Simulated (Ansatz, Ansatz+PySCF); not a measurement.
```xyz
2

Li    0.0000    0.0000   -4.1807
Li    0.0000    0.0000    4.1807
```

Basis set: cc-pVDZ (spherical functions). All electrons are correlated. Charge 0, multiplicity 1.

Computed with Ansatz (development build ahead of 0.2.0); each method stands on the lowest determinant of its kind that the runs found. Restricted open shells among the atoms or ions are ROHF, correlated in semicanonical orbitals with singles. Restricted functionals stand beside restricted open-shell atoms, which can lie above the unrestricted atoms usual in DFT and then raise those values.

The atomization energy at this shape (free ground-state atoms in the same class of orbitals less the molecule, no zero-point energy) of singlet Li₂ in separate pieces:

| method | atomization energy |
| --- | --- |
| ωB97X (unrestricted) | -0.01 eV |
| r²SCAN (unrestricted) | 0.00 eV |
| PBE0 (unrestricted) | 0.00 eV |
| r²SCAN (restricted) | -0.72 eV |
| PBE (unrestricted) | 0.00 eV |
| ωB97X (restricted) | -1.50 eV |
| PBE (restricted) | -0.55 eV |
| PBE0 (restricted) | -0.87 eV |
| full CI (lowest root of this spin) | 0.00 eV |
| UHF-CCSD(T) | 0.00 eV |
| UHF-MP2 | 0.00 eV |
| UHF | 0.00 eV |
| RHF-MP2 | -0.66 eV |
| RHF-CCSD | 0.00 eV |

Problem. What does RHF give?

Solution. -2.05 eV. Caution for ωB97X (unrestricted), PBE0 (unrestricted), UHF-CCSD(T), UHF-MP2, UHF: the determinant breaks the point group; the unrestricted determinant is a mixture of spin states. Caution for r²SCAN (unrestricted), PBE (unrestricted): the unrestricted determinant is spin contaminated. Caution for r²SCAN (restricted), ωB97X (restricted), PBE (restricted), PBE0 (restricted), RHF-MP2, RHF, RHF-CCSD: an unrestricted determinant lies well below. Caution for ωB97X (restricted), RHF: the molecule lies well above its atoms at this level. Caution for UHF-CCSD(T), UHF-MP2: bonds are stretched, where a single reference can fail. Caution for RHF-MP2, RHF-CCSD: large amplitudes, a single reference is doubtful.
